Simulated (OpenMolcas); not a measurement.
Worked example: vertical ionisation energy of I2 (iodine)

I2: 2 atoms, total charge 0, spin state singlet. As SMILES, `II`. The shape is that of a PBE0-D4/def2-TZVP optimisation.

```xyz
2

I     0.0000    0.0000    0.0047
I     0.0000    0.0000    2.6604
```

Both states at this one shape; open shells run unrestricted unless said. 1 Eh = 27.2114 eV.

```
                                             level     program  singlet I2 (Eh)  doublet [I2]+ (Eh)  HOMO of the first (eV)
              r2SCAN50/def2-SV(P) (core potential)  OpenMolcas      -595.539466         -595.176384                   -8.57
              r2SCAN50/def2-TZVPP (core potential)  OpenMolcas      -595.562737         -595.204662                   -8.54
r2SCAN50/def2-QZVPP (RICD fitting, core potential)  OpenMolcas      -595.566458         -595.208646                   -8.55
```

Task: Work out the vertical ionisation energy at each level.

Result: 
1. r2SCAN50/def2-SV(P) (core potential): -595.176384 − (-595.539466) = 0.363082 Eh = 9.88 eV; −ε(HOMO) = 8.57 eV.
2. r2SCAN50/def2-TZVPP (core potential): -595.204662 − (-595.562737) = 0.358075 Eh = 9.74 eV; −ε(HOMO) = 8.54 eV.
3. r2SCAN50/def2-QZVPP (RICD fitting, core potential): -595.208646 − (-595.566458) = 0.357812 Eh = 9.74 eV; −ε(HOMO) = 8.55 eV.

No measured value is set beside it here; the levels span 9.74 to 9.88 eV. Spin-orbit coupling, which splits open shells on such heavy atoms by tenths of an eV, is left out.
